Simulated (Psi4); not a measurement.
magnesium atom (Mg), singlet. Base run: CAM-B3LYP/def2-SVP run with Psi4.

Here is a job for Psi4.
```
memory 2 GB

molecule mol {
0 1
Mg    0.000000    0.000000    0.000000
}

set {
  basis def2-svp
  reference rks
}

energy('cam-b3lyp')
print_variables()
```

Variants of this job, named by their change:

```
change                               ΔE vs base (µEh)  SCF cycles  grid points  basis functions        outcome
-----------------------------------  ----------------  ----------  -----------  ---------------  -------------
base                                              0.0           6        21134               18      converged
level_shift = 0.3                                 0.0           7        21134               18      converged
damping_percentage = 50                          -4.4          19        21134               18      converged
df_basis_scf = def2-universal-jkfit               0.0           6        21134               18      converged
guess = gwh                                       0.0           6        21134               18      converged
guess = sapgau                                    0.0           5        21134               18      converged
diis_max_vecs = 3                                 0.0           6        21134               18      converged
puream = true                                     0.0           6        21134               18      converged
scf_type = out_of_core                            4.7           6        21134               18      converged
guess = sadno                                     0.0           6        21134               18      converged
d_convergence = 1e-4                              0.0           6        21134               18      converged
df_basis_scf = cc-pvqz-jkfit                        -           -            -               18  input refused
scf_type = direct                                 4.7           8        21134               18      converged
```

- df_basis_scf = cc-pvqz-jkfit: ended with `psi4.driver.qcdb.exceptions.BasisSetNotFound: BasisSet::construct: Unable to find a basis set for atom 1 for key JKFIT among:`
